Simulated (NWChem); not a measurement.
Correlation energy of CH₃S

```
C
H 1 1.0895
H 1 1.0902 2 120.88
S 1 1.7219 2 121.85 3 169.31
H 4 1.3501 1 98.03 2 10.91
```
Charge 0, spin multiplicity 2.

The numbers come from NWChem runs, not from measurements. The geometry was optimised at UPBE0/def2-SVP, a minimum by its harmonic frequencies. It is one conformer; others weren't searched.

Basis set: def2-SVP. Each correlation energy counts from its own Hartree-Fock reference.

The correlated methods keep 6 core orbitals frozen. The structure started from a generated list of species. No SCF solution was tested for a lower state. Open-shell Hartree-Fock references start from PBE0 orbitals. Coupled-cluster values serve here as a point of comparison, not as the truth.

**Question.** One of these methods gave a correlation energy of -288.3 mHa. Which?
(A) CCSD on ROHF
(B) CCSD on UHF
(C) CCSD(T) on UHF
(D) SCS-UMP2

**Answer.** B, CCSD on UHF. The others give -293.5 (CCSD on ROHF), -254.0 (SCS-UMP2), -296.2 (CCSD(T) on UHF).
